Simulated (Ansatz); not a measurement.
Total energies of AsH₃ from Ansatz at PBE-D4/def2-TZVP, gas phase (1 Eh = 27.2114 eV = 2625.5 kJ/mol). The reference geometry is relaxed at PBE-D4/def2-TZVP.

| state | geometry | energy (Eh) |
| --- | --- | --- |
| charge 0 singlet | reference | -2237.31796 |
| charge 1 doublet | reference | -2236.93318 |
| free As atom (quartet) | – | -2235.47024 |
| free H atom (doublet) | – | -0.49962 |

**Question.** Work out the vertical ionisation energy to the doublet.

**Answer.** E(charge 1 doublet) − E(charge 0 singlet) = -2236.93318 − (-2237.31796) = 0.38478 Eh = 10.47 eV. For comparison, −ε of the highest occupied level is 6.76 eV at this level, 3.71 eV less.

**Question.** What is the binding energy per atom against free atoms?

**Answer.** Atoms: 1 × (-2235.47024) + 3 × (-0.49962) = -2236.96910 Eh. Binding: -2236.96910 − (-2237.31796) = 0.34886 Eh = 9.49 eV, or 2.37 eV for each of 4 atoms (no zero-point energy, no counterpoise term).
